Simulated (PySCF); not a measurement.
## S²⁺: ionisation energy

S²⁺ [Ne] 3s2 3p2 (3P) → S³⁺ [Ne] 3s2 3p1 (2P), as a difference of total energies. All numbers are calculated (PySCF 2.14, scalar relativity by spin-free X2C-1e, in x2c-QZVPPall (9s6p4d2f1g, 70 functions)). Correlated levels: valence and next inner shell: 1s2 frozen. The calculations carry no spin-orbit coupling.

```tsv
method	ionisation energy (eV)
UHF	34.151
MP2 (valence and next inner shell)	34.699
SCS-MP2 (valence and next inner shell)	34.599
CCSD (valence and next inner shell)	34.723
CCSD(T) (valence and next inner shell)	34.759
```

Task: How much does correlation contribute at CCSD(T) (valence and next inner shell)?

Result: 34.759 − (34.151) = 0.608 eV, measured against UHF.

A first-order spin-orbit estimate (lowest level to lowest level, LS coupling) adds -0.009 eV.

Errors of the correlated levels include the incompleteness of this basis and the frozen core.

For comparison: 34.86 ± 0.04 eV (semi-empirical (NIST evaluation); NIST Atomic Spectra Database, ionization energies).
